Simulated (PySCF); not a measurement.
Input for PySCF: R-HF/STO-3G on FH4NOSi (SMILES N[SiH](O)F), a point of a torsion scan.

```python
from pyscf import gto, scf, dft, mp
from pyscf.data.elements import chemcore

mol = gto.M(
    atom='''
    N     1.24401682   -0.33594709   -0.19969804
    Si   -0.27065660    0.43210934    0.05502857
    O    -1.46746725   -0.40670495   -0.62558975
    F    -0.07942966    1.84512986   -0.69330075
    H     2.08342877    0.19555935   -0.03895202
    H     1.37105595   -1.28511367    0.10893264
    H    -0.76456777    0.70969885    1.38460730
    H    -1.43663388   -0.66011628   -1.54478120
    ''',
    basis='sto-3g',
    charge=0, spin=0, verbose=3, max_memory=1800)
mf = scf.RHF(mol)
mf.conv_tol = 1e-8
mf.max_cycle = 100
mf.kernel()
if not mf.converged:
    mf = mf.newton().run(mf.mo_coeff, mf.mo_occ)
```

It printed:

```
converged SCF energy = -513.595195265212
```

Self-consistency was reached.

Cost: roughly 0.3 core-seconds.
